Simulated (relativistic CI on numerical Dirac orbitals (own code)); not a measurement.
## Spin-allowed bands of a d2 ion in an octahedral site, by hand

Problem. Take Δ = 15850 cm⁻¹ and B = 590 cm⁻¹ for a d2 ion in an octahedral site. Calculate the three spin-allowed bands.

Working.
1. The terms of highest spin are 3F (energy 0) and 3P (15B = 8850 cm⁻¹). Here the F term splits into A2 at +1.2Δ = 19020, T2 at +0.2Δ = 3170 and T1 at −0.6Δ = -9510 cm⁻¹.
2. The two T1 states mix through the element 0.4Δ: H = [[-9510, 6340], [6340, 8850]], with roots ½(H₁₁ + H₂₂) ∓ ½√[(H₂₂ − H₁₁)² + 4H₁₂²] = ½(-660) ∓ ½(22313) = -11487 and 10827 cm⁻¹.
3. The ground term is 3T1 at -11487 cm⁻¹.
4. Bands: 3T2 14657 cm⁻¹ (682 nm), 3T1(P) 22313 cm⁻¹ (448 nm), 3A2 30507 cm⁻¹ (328 nm).

Check. Exact diagonalisation of the whole d2 shell with these parameters gives 3T2 14657, 3T1 22313, 3A2 30507 cm⁻¹. The match is exact, since without spin-orbit coupling no other term has this spin. The ratio of the second band to the first, 1.522, depends on Δ/B = 26.9 alone, which is how a Tanabe-Sugano diagram is read.
